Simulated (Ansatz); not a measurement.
Complex: SiH4 (SMILES [SiH4]) (first 5 atoms) with C2H6 (SMILES CC); geometry from B3LYP-D3(BJ)/def2-TZVP, rigid monomers moved along the line of their centres of mass till Si1···C7 is 3.39 Å.
(charge 0, multiplicity 1):
```xyz
13

Si    -0.2623    -0.0583     0.2181
H     -0.0498     1.2741     0.8257
H     -1.6462    -0.5091     0.4846
H      0.6944    -1.0238     0.8031
H     -0.0438     0.0266    -1.2440
C      0.8467     0.2472     3.7879
C     -0.6010    -0.1926     3.5924
H      1.3430     0.4168     2.8306
H      1.4212    -0.5084     4.3274
H      0.9051     1.1762     4.3584
H     -1.1766     0.5627     3.0535
H     -1.0978    -0.3619     4.5497
H     -0.6605    -1.1226     3.0235
```

Monomers are frozen at their geometry in the pair; levels with a basis set take the counterpoise correction.

Cores are frozen in the correlated methods.

The values were computed with Ansatz (a first-principles code) with Gaussian orbitals. Values without a source in brackets are computed.

### Question
What interaction energy does wB97M-V/def2-TZVPPD give?

### Answer
-3 kJ/mol

### Question
Give the interaction energy at the level PBE/def2-TZVPPD.

### Answer
4 kJ/mol

### Question
Give the interaction energy at the level CCSD(T)/aug-cc-pV(D+d)Z.

### Answer
1 kJ/mol
